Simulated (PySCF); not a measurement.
**Calculated NMR parameters of Nc1cccc(Cl)c1**

| Property | Result |
| --- | --- |
| Formula | C6H6ClN |
| SMILES | Nc1cccc(Cl)c1 |
| InChI | InChI=1S/C6H6ClN/c7-5-2-1-3-6(8)4-5/h1-4H,8H2 |
| Point group of the computed structure | C1 |
| Degrees of unsaturation | 4 |
| Carbon signals | 6 |
| Proton signals | 5 |

Mapped SMILES: `[NH2:1][c:2]1[cH:3][cH:4][cH:5][c:6]([Cl:7])[cH:8]1` (H(Xn): hydrogen on atom n).

PySCF 2.14 calculation with shieldings: GIAO PBE0/pcSseg-1 and geometry: GFN2-xTB; equivalent nuclei averaged, non-relativistic, in vacuum, one computed conformer.

References, each an isolated molecule treated in the same way: $^{1}$H (31.72 ppm), $^{13}$C (186.93 ppm) vs TMS; $^{15}$N (267.73 ppm) vs NH3.

| carbon | δC, type | δH (multiplicity) | HMBC from (2–3 bonds) | span of the C tensor (ppm) |
| --- | --- | --- | --- | --- |
| C2 | 153.0, C | – | H(C4), H(C8), H(C3) | 205 |
| C3 | 114.3, CH | 6.50 (d) | H(C4), H(C5), H(C8) | 179 |
| C4 | 136.0, CH | 7.32 (m) | H(C5), H(C3) | 232 |
| C5 | 122.3, CH | 6.79 (d) | H(C4), H(C8), H(C3) | 186 |
| C6 | 147.0, C | – | H(C4), H(C5), H(C8) | 183 |
| C8 | 117.1, CH | 6.67 (s) | H(C5), H(C3) | 154 |

Other nuclei:
```csv
atoms,nucleus,environment,δ (ppm),σ (ppm)
H(N1),$^{1}$H,hydrogen on an aniline-type nitrogen,3.46,28.26
N1,$^{15}$N,aniline-type nitrogen,76.9,190.9
```

1. Carbon types of the structure: 2 × C, 4 × CH, leaving 2 H on heteroatoms.
2. δC 153.0: aromatic carbon bearing nitrogen; an ipso carbon deshielded by its heteroatom.
3. δC 147.0: aromatic carbon bearing chlorine.
4. δC 136.0, 122.3, 117.1, 114.3: aromatic CH.
5. δH 7.32, 6.79, 6.67, 6.50: hydrogen on an aromatic CH.
6. δH 3.46: hydrogen on an aniline-type nitrogen; labile proton, position sensitive to the medium.

The OH or NH signal is concentration- and solvent-dependent in practice; the value given is the gas-phase one. Carbons that carry Cl, above all several Cl atoms, come out too deshielded, partly because spin–orbit coupling is missing. Shifts are as computed. Against solution values, carbons near 30 ppm lie about +3 ppm off and those near 130 ppm about +5 ppm; carbons on Cl a further +6 ppm. Of 1211 compounds with measured shifts, 218 miss one by over three times the rms of a fit or turn the order of signals round; such compounds aren't used in these exercises. Experimental scales use liquid or dissolved standards, which lie at an offset from isolated NH3 (liquid NH3: subtract about 20 ppm). Multiplicities follow the n + 1 count of equivalent neighbours, as no J values were calculated; m marks all less simple cases, F and P coupling included.
